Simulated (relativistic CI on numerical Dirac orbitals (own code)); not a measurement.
**Energy levels of S2+**

Computed by Dirac-Coulomb-Breit CI, orbitals from a KLI potential per configuration, a model potential for QED, valence Slater integrals scaled by 0.85, configuration energies shifted to the measured levels that pair with them (semi-empirical) (own radial code, finite nucleus).

Configuration list (outside the closed core [Ne]): 3s²3p², 3s3p³, 3s²3p3d, 3s²3p4s, 3s²3p4p, 3s²3p4d, 3s²3p5s, 3p⁴, 3s²3d², 3s3p²3d, 3p²3d², 3s²3d4s, 3s²4s², 3s²3p4f, 3s²3d4p, 3s²3p5p, 3s²4s4p, 3s²3p5d, 3s3p²4s, 3p³3d, 3s²3p5f, 3s²3p5g, 3p³4s, 3s²4p², 3s3p3d², 3s3p²4p, 3p³4p, 3s3p3d4s, 3s3p4s², 3s3p3d4p. Levels of other configurations are missing.

| No. | Configuration | Term | J | E (eV) | % | Next component (%) | Lifetime (s) |
| --- | --- | --- | --- | --- | --- | --- | --- |
| 41 | 3s²3p4p | ¹S | 0 | 22.6726 | 94 | 2 3p³4p ¹S | 2.46e-09 |
| 42 | 3s3p²3d‡ | ³P | 2 | 22.7197 | 62 | 34 3p⁴ ³P | 2.07e-09 |
| 43 | 3s3p²3d‡ | ³P | 1 | 22.7702 | 62 | 34 3p⁴ ³P | 2.09e-09 |
| 44 | 3s3p²3d‡ | ³P | 0 | 22.7941 | 62 | 34 3p⁴ ³P | 2.10e-09 |
| 45 | 3s3p²3d‡ | ⁵F | 1 | 22.8465 | 100 |  |  |
| 46 | 3s3p²3d‡ | ⁵F | 2 | 22.8583 | 100 |  |  |
| 47 | 3s3p²3d‡ | ⁵F | 3 | 22.8764 | 99 |  |  |
| 48 | 3s3p²3d‡ | ⁵F | 4 | 22.9012 | 99 |  |  |
| 49 | 3s3p²3d‡ | ⁵F | 5 | 22.9333 | 100 |  |  |
| 50 | 3s3p²3d‡ | ⁵D | 0 | 23.3751 | 99 |  | 7.16e-07 |
| 51 | 3s3p²3d‡ | ⁵D | 1 | 23.3779 | 99 |  | 5.09e-07 |
| 52 | 3s3p²3d‡ | ⁵D | 2 | 23.3837 | 99 |  | 3.68e-07 |
| 53 | 3s3p²3d‡ | ⁵D | 3 | 23.3927 | 99 |  | 3.70e-07 |
| 54 | 3s3p²3d‡ | ⁵D | 4 | 23.4052 | 99 |  |  |
| 55 | 3p⁴‡ | ¹D | 2 | 23.7601 | 50 | 43 3s3p²3d ¹D | 2.78e-09 |
| 56 | 3s3p²3d‡ | ³F | 2 | 24.6346 | 91 | 8 3s²3d² ³F | 1.71e-08 |
| 57 | 3s3p²3d‡ | ³F | 3 | 24.6582 | 91 | 8 3s²3d² ³F | 1.81e-08 |
| 58 | 3s3p²3d‡ | ³F | 4 | 24.6906 | 91 | 8 3s²3d² ³F | 1.95e-08 |
| 59 | 3s²3p4d | ³F° | 2 | 25.3734 | 75 | 23 ¹D° | 1.44e-09 |
| 60 | 3s²3p4d | ³F° | 3 | 25.4281 | 96 | 3 ³D° | 1.60e-09 |
| 61 | 3s²3p4d | ¹D° | 2 | 25.4539 | 71 | 22 ³F° | 1.04e-09 |
| 62 | 3s²3p4d | ³F° | 4 | 25.4900 | 99 |  | 1.73e-09 |
| 63 | 3s3p²3d‡ | ⁵P | 3 | 25.4981 | 98 | 1 3s3p²4s ⁵P | 7.88e-11 |
| 64 | 3s3p²3d‡ | ⁵P | 2 | 25.5255 | 98 | 1 3s3p²4s ⁵P | 7.83e-11 |
| 65 | 3s3p²3d‡ | ⁵P | 1 | 25.5432 | 98 | 2 3s3p²4s ⁵P | 7.80e-11 |
| 66 | 3s²3p4d | ³D° | 1 | 25.6070 | 93 | 5 ³P° | 5.33e-10 |
| 67 | 3s²3p4d | ³D° | 2 | 25.6224 | 81 | 11 ³P° | 5.69e-10 |
| 68 | 3s²3p4d | ³D° | 3 | 25.6551 | 95 | 3 ³F° | 5.42e-10 |
| 69 | 3s²3p4d | ³P° | 2 | 25.7460 | 85 | 12 ³D° | 7.71e-10 |
| 70 | 3s²3p4d | ³P° | 1 | 25.7705 | 93 | 5 ³D° | 7.64e-10 |
| 71 | 3s²3p4d | ³P° | 0 | 25.7827 | 97 | 2 3s²3p5s ³P° | 7.60e-10 |
| 72 | 3s²3p5s | ³P° | 0 | 26.0059 | 98 | 2 3s²3p4d ³P° | 6.66e-10 |
| 73 | 3s²3p5s | ³P° | 1 | 26.0288 | 91 | 8 ¹P° | 6.01e-10 |
| 74 | 3s²3p5s | ³P° | 2 | 26.1228 | 99 | 1 3s²3p4d ³P° | 6.28e-10 |
| 75 | 3s²3p5s | ¹P° | 1 | 26.2358 | 90 | 8 ³P° | 3.04e-10 |
| 76 | 3s²3p4d | ¹F° | 3 | 26.2938 | 94 | 4 3s²3p3d ¹F° | 3.15e-10 |
| 77 | 3s²3p4d | ¹P° | 1 | 26.3882 | 90 | 3 3s²3p3d ¹P° | 5.04e-10 |
| 78 | 3s3p²4s‡ | ⁵P | 1 | 26.7434 | 98 | 2 3s3p²3d ⁵P | 1.54e-09 |
| 79 | 3s3p²4s‡ | ⁵P | 2 | 26.7833 | 98 | 2 3s3p²3d ⁵P | 1.48e-09 |
| 80 | 3s3p²3d‡ | ¹S | 0 | 26.8294 | 49 | 39 3p⁴ ¹S | 2.75e-09 |
| 81 | 3s3p²4s‡ | ⁵P | 3 | 26.8416 | 98 | 1 3s3p²3d ⁵P | 1.40e-09 |
| 82 | 3s3p²3d‡ | ³P | 2 | 27.2442 | 51 | 34 3p⁴ ³P | 1.03e-10 |
| 83 | 3s3p²3d‡ | ³P | 1 | 27.2912 | 50 | 33 3p⁴ ³P | 1.00e-10 |
| 84 | 3s3p²3d‡ | ³P | 0 | 27.3158 | 48 | 32 3p⁴ ³P | 9.91e-11 |
| 85 | 3s3p²3d‡ | ³G | 3 | 27.3228 | 67 | 30 3s²3p4f ³G | 2.99e-08 |
| 86 | 3s3p²3d‡ | ³G | 4 | 27.3370 | 69 | 29 3s²3p4f ³G | 2.94e-08 |
| 87 | 3s3p²3d‡ | ³G | 5 | 27.3553 | 70 | 28 3s²3p4f ³G | 3.39e-08 |
| 88 | 3s3p²4s‡ | ³P | 0 | 27.6752 | 71 | 17 3s²3p5p ³P | 4.56e-10 |
| 89 | 3s3p²4s‡ | ³P | 1 | 27.7013 | 73 | 18 3s²3p5p ³P | 4.26e-10 |
| 90 | 3s3p²4s‡ | ³P | 2 | 27.7558 | 75 | 19 3s²3p5p ³P | 3.88e-10 |
| 91 | 3s²3p4f‡ | ¹F | 3 | 27.7849 | 67 | 30 3s3p²3d ¹F | 1.89e-09 |
| 92 | 3s3p²3d‡ | ¹G | 4 | 27.8529 | 61 | 21 3s²3d² ¹G | 2.73e-09 |
| 93 | 3s²3p4f‡ | ³F | 2 | 28.0380 | 90 | 5 3s3p²3d ³F | 4.52e-10 |
| 94 | 3s²3p4f‡ | ³F | 3 | 28.0511 | 90 | 5 3s3p²3d ³F | 4.49e-10 |
| 95 | 3s²3p4f‡ | ³F | 4 | 28.0692 | 93 | 5 3s3p²3d ³F | 4.40e-10 |
| 96 | 3s3p²3d‡ | ³D | 1 | 28.0856 | 92 | 7 3s²3p5p ³D | 1.70e-10 |
| 97 | 3s3p²3d‡ | ³D | 2 | 28.0978 | 93 | 6 3s²3p5p ³D | 1.60e-10 |
| 98 | 3s3p²3d‡ | ³D | 3 | 28.1159 | 95 | 4 3s²3p5p ³D | 1.47e-10 |
| 99 | 3s²3p4f‡ | ³D | 3 | 28.2912 | 78 | 9 3s²3p5p ³D | 4.19e-10 |
| 100 | 3s²3p5p‡ | ¹P | 1 | 28.2961 | 36 | 31 ³D | 4.23e-10 |
| 101 | 3s²3p4f‡ | ³D | 2 | 28.3080 | 65 | 21 3s²3p5p ³D | 3.51e-10 |
| 102 | 3s²3p5p‡ | ¹P | 1 | 28.3430 | 55 | 32 3s²3p4f ³D | 6.26e-10 |
| 103 | 3s²3p5p‡ | ³D | 1 | 28.4495 | 53 | 35 3s²3p4f ³D | 7.71e-10 |
| 104 | 3s²3p5p‡ | ³D | 2 | 28.4499 | 59 | 16 3s²3p4f ³D | 6.15e-10 |
| 105 | 3s²3p4f‡ | ¹D | 2 | 28.4998 | 79 | 8 3s²3p5p ³D | 4.33e-10 |
| 106 | 3s²3p5p‡ | ³D | 3 | 28.5094 | 83 | 10 3s²3p4f ³D | 6.65e-10 |
| 107 | 3s²3p4f‡ | ¹G | 4 | 28.5334 | 81 | 16 3s3p²3d ¹G | 5.18e-10 |
| 108 | 3s²3p5p‡ | ³S | 1 | 28.5997 | 92 | 3 ³P | 1.04e-09 |
| 109 | 3s²3p5p‡ | ³P | 0 | 28.7182 | 80 | 18 3s3p²4s ³P | 9.00e-10 |
| 110 | 3s²3p5p‡ | ¹D | 2 | 28.7297 | 85 | 6 ³P | 1.22e-09 |

Energies count from the lowest computed level; ° marks odd parity; lifetimes are radiative, by E1, M1, E2 decay to levels of this space only; some are left blank where a channel outside the calculation adds to the decay or the decay crosses a small, uncertain gap. ‡ marks configurations that were not tied to measured data.

The mean weight of the leading LS term, summed over parents, in these 70 levels is 83 %, and that of the leading jj configuration (from the same eigenvectors) 51 %, so LS coupling describes them better.

Configurations whose levels could be paired with our table of measured levels were shifted onto them, all but the ground configuration, by the median error of their levels; single terms can still be off by 1,000 to 2,000 cm⁻¹ or more, and rates follow the energies as ν³ (E1, M1) or ν⁵ (E2). The others borrow a shift and can be off by several thousand cm⁻¹ or more. The fine structure of a lone outer electron comes out too small, for d and f at times inverted, and misplaced configurations move strength between like terms. 56 of the 56 excited levels that our extract of the measured tables holds in this range could be paired (the sources list more); they are missed by 394 cm⁻¹ on average and 1836 at most, after the shifts were fitted to these levels, and levels without a partner can miss by more.

LS names give the leading component of a level, which can be under half, so a name can repeat, a term be missing and a line seem to break the LS rules.
